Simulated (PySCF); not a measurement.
C5H14SSi2.
Numbering: `[CH3:1][S:2][C@H:3]([SiH3:4])[SiH2:5][CH:6]1[CH2:7][CH2:8]1`

Structure used (GFN2-xTB), in Å, numbered top down from 1:
```
atom  x, y, z in Å
C1    -3.5229   -0.6989    1.1802
S2    -2.2304   -1.4967    0.1824
C3    -1.0476   -0.1033    0.0035
Si4   -1.6016    0.9425   -1.4840
Si5    0.6647   -0.9301   -0.0964
C6     1.9957    0.3796   -0.3053
C7     3.4286   -0.0712   -0.3205
C8     2.9134    0.7111    0.8383
H9    -3.9102    0.1694    0.6549
H10   -3.1107   -0.4100    2.1438
H11   -4.3081   -1.4350    1.3176
H12   -1.1177    0.4598    0.9346
H13   -1.4221    0.1494   -2.6955
H14   -0.8138    2.1764   -1.5163
H15   -3.0165    1.2945   -1.3322
H16    0.6841   -1.8560   -1.2347
H17    0.8834   -1.6850    1.1447
H18    1.7673    1.2072   -0.9665
H19    3.6276   -1.1221   -0.1762
H20    4.1149    0.4080   -1.0028
H21    3.2426    1.7335    0.9537
H22    2.7688    0.1964    1.7761
```

Probes without a nucleus sit at each ring's centroid and 1 Å off its mean plane on both sides; NICS is minus the shielding there, NICSzz its component along the normal. Level: GIAO PBE0/pcSseg-1 (PySCF, non-relativistic, gas phase) on the GFN2-xTB geometry, one conformer.

Ring bond lengths (Å), with Mayer bond orders in brackets: C6–C7 1.502 (0.96), C7–C8 1.490 (0.97), C8–C6 1.503 (0.96).

Problem. Give the NICS values of each ring in ppm.

Solution. 
```json
{"ring": "C6–C7–C8", "type": "3-membered carbocycle; formal bonds all single", "NICS(0)": "-45.6", "NICS(1), two faces": "-8.3 / -9.1", "NICS(1)zz, two faces": "-23.8 / -23.3", "rms pucker (Å)": "0.00", "centre to ring atoms, mean (Å)": "0.87"}
```

Problem. What can be read from them?

Solution. 
- C6–C7–C8: mean NICS(1)zz -23.5 ppm, shielded. C6, C7, C8 have four or more neighbours, and the NICS criterion for π rings isn't applied. NICS(0) lies 37 ppm below the mean NICS(1).

Problem. At the second NICS(1) probe listed for ring C6–C7–C8, 1 Å off the ring, what do the in-plane components average?

Solution. The isotropic value is a third of the trace: (3 × -9.1 − (-23.3))/2 = -2.0 ppm.

Problem. What are the shieldings of the ring atoms and their hydrogens in the same run (means over atoms taken as equivalent)?

Solution. 
| atoms | environment | σ isotropic (ppm) | principal values of the symmetric part, first atom (ppm) |
| --- | --- | --- | --- |
| C6 | sp3 carbon bound to silicon | 193.1 | 167.3, 183.2, 228.8 |
| C7 | three-membered-ring carbon | 184.4 | 157.9, 178.9, 216.3 |
| C8 | three-membered-ring carbon | 180.0 | 149.9, 175.7, 214.3 |
| H18 | methine hydrogen | 32.06 | 23.8, 30.3, 42.0 |
| H19 | methylene hydrogen | 31.63 | 25.2, 29.0, 40.6 |
| H20 | methylene hydrogen | 31.02 | 25.0, 26.5, 41.6 |
| H21 | methylene hydrogen | 30.98 | 25.2, 26.4, 41.3 |
| H22 | methylene hydrogen | 31.43 | 25.5, 28.7, 40.1 |
